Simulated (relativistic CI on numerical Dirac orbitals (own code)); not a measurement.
One change at a time: Rh

Base calculation: Dirac-Coulomb-Breit CI, separate exchange-only KLI orbitals for each configuration, model QED (radiative potential, 1s self-energy scaled to tabulated hydrogen-like ionisation energies), valence Slater integrals scaled by 0.85, P86 correlation energy added to each configuration.

Configuration list (outside the closed core [Kr]): 4d8.5s, 4d9, 4d8.5p, 4d7.5s2, 4d8.5d, 4d8.6s, 4d8.7s, 4d8.6p, 4d8.4f, 4d8.7p, 4d8.6d, 4d8.8s, 4d7.5s.5p, 4d8.5g, 4d8.5f, 4d8.8p, 4d8.7d, 4d8.8d, 4d6.5s.5p2, 4d7.5s.7s. Levels of other configurations are missing.

Variants: (1) valence Slater integrals scaled by 0.75; (2) Slater integrals left unscaled; (3) QED terms removed; (4) only the first configuration. Shifts of the energy above 4d8.5s 4F_9/2, in cm⁻¹, for the lowest level and the first level of each name with at least 55 % of one term (blank where a level changes its place among those of its configuration and J or its character, or is not in the variant):

| Level | Base | Δ(1) | Δ(2) | Δ(3) | Δ(4) | Measured |
| --- | --- | --- | --- | --- | --- | --- |
| 4d8.5s 4F_9/2 | 0.0 | 0.0 | 0.0 | 0.0 | 0.0 | 0.0 |
| 4d8.5s 4F_7/2 | 1516.9 | -33.3 | +39.7 | -4.4 | +12.1 | 1530.0 |
| 4d8.5s 4F_5/2 | 2730.4 | -46.2 | +55.9 | -7.8 | +48.1 | 2598.0 |
| 4d8.5s 4F_3/2 | 3457.1 | -83.1 | +98.3 | -9.1 | +105.8 | 3472.7 |
| 4d9 2D_5/2 | 5563.1 | -676.4 | +1011.1 | +39.3 |  | 3309.9 |
| 4d8.5s 2F_7/2 | 6882.1 | -722.9 | +1093.1 | +0.5 | +638.8 | 5691.0 |
| 4d9 2D_3/2 | 7617.2 | -658.1 | +989.7 | +27.0 |  | 5658.0 |
| 4d8.5s 2F_5/2 | 9185.0 | -823.6 | +1189.1 | -0.3 | +91.0 | 7791.2 |
| 4d8.5s 4P_5/2 | 10975.8 | -1199.1 | +1812.7 | +1.9 | -108.1 |  |
| 4d8.5s 4P_3/2 | 12150.2 | -1223.1 | +1814.1 | -2.7 | -306.1 |  |
| 4d8.5s 4P_1/2 | 12660.8 | -1222.6 | +1818.4 | -7.7 | +106.2 |  |
| 4d7.5s2 4F_9/2 | 14305.2 | +517.7 | -1196.0 | -81.7 |  |  |
| 4d8.5s 2D_5/2 | 14942.1 | -1412.9 | +2192.3 | +0.7 | -711.7 |  |
| 4d7.5s2 4F_7/2 | 16266.7 | +862.7 | -1208.7 | -86.7 |  |  |
| 4d8.5s 2P_1/2 | 16416.2 | -1399.7 | +1935.4 | -16.6 | +3035.0 |  |
| 4d8.5s 2G_9/2 | 16983.5 | -1400.5 | +2357.5 | -11.9 | +650.9 |  |
| 4d8.5s 2G_7/2 | 17108.4 | -1757.0 | +2418.4 | -13.4 | +627.1 |  |
| 4d7.5s2 4F_5/2 | 17578.9 | +771.6 | -1239.2 | -94.1 |  |  |
| 4d7.5s2 4F_3/2 | 18387.4 | +743.7 | -1160.6 | -96.1 |  |  |
| 4d8.5p 4D°_7/2 | 23809.0 | +106.9 | -172.8 | +53.3 |  | 27075.3 |
| 4d8.5p 4D°_5/2 | 25419.3 | +38.4 | -89.9 | +48.8 |  | 28859.6 |
| 4d8.5p 4G°_11/2 | 25746.0 | -171.8 | +261.8 | +54.5 |  |  |

For a near-neutral ion this model can misplace configurations by up to about 10,000 cm⁻¹ (more where the count of f electrons changes) and terms by 10 to 25 % of their spread. Rates follow the energies as ν³ (E1, M1) or ν⁵ (E2), so they and the lifetimes can be off by large factors. The fine structure of a lone outer electron comes out too small, for d and f at times inverted, and misplaced configurations move strength between like terms. 14 of the 21 excited levels that our extract of the measured tables holds in this range could be paired (the sources list more); they are missed by 2198 cm⁻¹ on average and 3619 at most, and levels without a partner can miss by more. Some levels of the ground configuration have no partner and can miss by 10 % or more.

Measured levels: NIST Handbook of Basic Atomic Spectroscopic Data (Sansonetti and Martin, J. Phys. Chem. Ref. Data 34, 1559 (2005)).

Ionisation energy from the two ground configurations alone: base 6.884 eV; valence Slater integrals scaled by 0.75 6.854 eV; Slater integrals left unscaled 6.929 eV; QED terms removed 6.892 eV. The NIST ASD value (measured) is 7.4589 eV. The gap of more than 2 % comes from missing correlation.

LS names give the leading component of a level, which can be under half, so a name can repeat, a term be missing and a line seem to break the LS rules.
